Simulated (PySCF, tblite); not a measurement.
C4H5F3O.
Bonds: C1–C2 (double), C2–C3, C3–O4, C2–C5, C5–F6, C5–F7, C5–F8. Hydrogens: H9, H10 on C1; H11, H12 on C3; H13 on O4.

Computed with GFN2-xTB (tblite), gas phase: Langevin dynamics at 200 K from the optimised GFN2-xTB geometry, time step 0.5 fs, friction 0.01 fs⁻¹, 2000 steps. Over the second half of the run the saved frames average 215 K.

Frame at 250 fs, instantaneous temperature 174 K:
```
atom  x, y, z in Å
C1     -1.007    1.232   -0.244
C2     -0.572    0.029   -0.029
C3      0.918   -0.282    0.253
O4      1.755    0.788    0.493
C5     -1.441   -1.163    0.028
F6     -1.253   -1.708    1.221
F7     -0.925   -2.074   -0.867
F8     -2.747   -1.081   -0.167
H9     -0.295    2.031   -0.154
H10    -2.041    1.502   -0.421
H11     1.332   -0.883   -0.569
H12     0.856   -1.044    1.071
H13     1.422    1.247    1.288
```

Frame at 425 fs, instantaneous temperature 239 K:
```
atom  x, y, z in Å
C1     -1.476    0.989    0.210
C2     -0.855   -0.184    0.186
C3      0.726   -0.311    0.262
O4      1.347    0.743    0.873
C5     -1.565   -1.494    0.145
F6     -1.656   -1.974    1.413
F7     -0.932   -2.334   -0.651
F8     -2.845   -1.483   -0.261
H9     -0.850    1.899    0.252
H10    -2.549    1.007    0.279
H11     1.039   -0.286   -0.768
H12     1.025   -1.303    0.713
H13     1.350    0.619    1.839
```

Frame at 625 fs, instantaneous temperature 188 K:
```
atom  x, y, z in Å
C1     -1.389    1.069    0.398
C2     -0.927   -0.162    0.258
C3      0.514   -0.640    0.255
O4      1.421    0.331    0.769
C5     -1.827   -1.391    0.176
F6     -1.679   -2.201    1.276
F7     -1.541   -2.218   -0.852
F8     -3.178   -1.232    0.196
H9     -0.608    1.859    0.445
H10    -2.418    1.213    0.340
H11     0.806   -0.832   -0.780
H12     0.571   -1.542    0.815
H13     1.182    0.400    1.688
```

Frame at 800 fs, instantaneous temperature 271 K:
```
atom  x, y, z in Å
C1     -1.520    1.075    0.328
C2     -1.105   -0.186    0.441
C3      0.329   -0.582    0.483
O4      1.158    0.538    0.822
C5     -1.963   -1.400    0.077
F6     -1.692   -2.420    0.939
F7     -1.715   -1.783   -1.180
F8     -3.282   -1.098    0.099
H9     -0.773    1.823    0.447
H10    -2.528    1.330    0.032
H11     0.669   -0.948   -0.528
H12     0.467   -1.353    1.242
H13     0.841    0.844    1.656
```

Frame at 1000 fs, instantaneous temperature 214 K:
```
atom  x, y, z in Å
C1     -1.553    0.888    0.362
C2     -1.163   -0.368    0.540
C3      0.160   -0.752    1.182
O4      1.129    0.247    0.886
C5     -2.066   -1.533    0.171
F6     -1.707   -2.709    0.693
F7     -2.038   -1.749   -1.167
F8     -3.319   -1.402    0.468
H9     -0.900    1.739    0.579
H10    -2.449    1.202   -0.131
H11     0.558   -1.624    0.701
H12     0.015   -0.803    2.271
H13     0.822    1.185    1.046
```

Q: What do single points at PBE0/pcSseg-1 (PySCF, gas phase) give on these frames?

A: 
```json
{"t (fs)": "250", "GFN2-xTB E above start (eV)": "0.32", "DFT E above lowest frame (eV)": "0.02", "HOMO (eV)": "-8.25", "LUMO (eV)": "-0.45", "dipole (D)": "2.08"}
{"t (fs)": "425", "GFN2-xTB E above start (eV)": "0.28", "DFT E above lowest frame (eV)": "0.00", "HOMO (eV)": "-8.23", "LUMO (eV)": "-0.60", "dipole (D)": "1.63"}
{"t (fs)": "625", "GFN2-xTB E above start (eV)": "0.31", "DFT E above lowest frame (eV)": "0.10", "HOMO (eV)": "-8.45", "LUMO (eV)": "-0.93", "dipole (D)": "1.75"}
{"t (fs)": "800", "GFN2-xTB E above start (eV)": "0.29", "DFT E above lowest frame (eV)": "0.02", "HOMO (eV)": "-8.20", "LUMO (eV)": "-0.88", "dipole (D)": "1.45"}
{"t (fs)": "1000", "GFN2-xTB E above start (eV)": "0.37", "DFT E above lowest frame (eV)": "0.26", "HOMO (eV)": "-8.28", "LUMO (eV)": "-1.03", "dipole (D)": "2.72"}
```

The two levels order the frames alike by energy but for pairs within 0.08 eV at one level; measured from each level's lowest frame they differ by 0.17 eV at most. The HOMO–LUMO gap runs from 7.25 to 7.80 eV. These are instantaneous structures, not minima.

Q: And the isotropic GIAO shieldings (ppm) from the same runs?

A: 
```tsv
atom	250 fs	425 fs	625 fs	800 fs	1000 fs	mean	range
C1	72.1	61.3	64.4	62.9	64.8	65.1	10.8
C2	37.5	28.5	32.9	31.9	32.8	32.7	9.0
C3	120.1	118.6	121.1	118.6	121.0	119.9	2.5
O4	310.4	303.0	311.7	311.3	294.8	306.2	16.9
C5	55.9	55.2	48.6	51.7	58.0	53.9	9.4
F6	253.5	240.3	223.2	256.4	264.9	247.7	41.7
F7	240.9	267.5	243.2	245.7	230.4	245.5	37.1
F8	275.7	260.5	250.5	258.9	260.6	261.2	25.2
H9	26.3	24.7	24.6	25.6	26.0	25.4	1.7
H10	25.7	25.2	25.6	25.2	25.6	25.5	0.5
H11	26.9	27.3	27.2	26.5	27.3	27.0	0.8
H12	26.6	26.5	27.7	26.9	26.8	26.9	1.2
H13	30.9	30.5	31.9	32.4	29.3	31.0	3.1
```

The cost below is that of the whole dynamics run. The run took 8.4 s on one thread, Intel Xeon Platinum 8488C (x86_64), no GPU (shared host), and the process peaked at 0.18 GiB of memory.
